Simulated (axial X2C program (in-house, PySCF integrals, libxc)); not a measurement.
## Which molecule has these constants?

All values come from calculations with an in-house relativistic program for diatomic molecules, spin-free (one-electron X2C) or two-component (2c: spin–orbit coupling with atomic mean-field Coulomb and Gaunt terms, which also bring small scalar terms), in Dyall basis sets with cores contracted in-house; open shells are unrestricted.

A two-component PBE0 calculation in a Dyall 3-zeta basis gave Re = 2.495 Å, ωe = 270.6 cm⁻¹, De = 1.31 eV, Ω = 1/2.

Question: Which molecule is it?
A. NaCl⁻
B. NaF⁻
C. NaBr⁻
D. NaI⁻

Answer: A. The others have NaF⁻ 2.000 Å and 439.3 cm⁻¹ (Ω = 1/2); NaBr⁻ 2.661 Å and 213.6 cm⁻¹ (Ω = 1/2); NaI⁻ 2.916 Å and 174.7 cm⁻¹ (Ω = 1/2).

Each entry is the lowest single determinant of a limited PBE0 search at one distance. De goes to single-determinant-based atoms at the same level (for ions the charge split of lowest energy) and is withheld (n/a) where an atom does not fit its ground term or J level. Main or longest-lived isotopes.
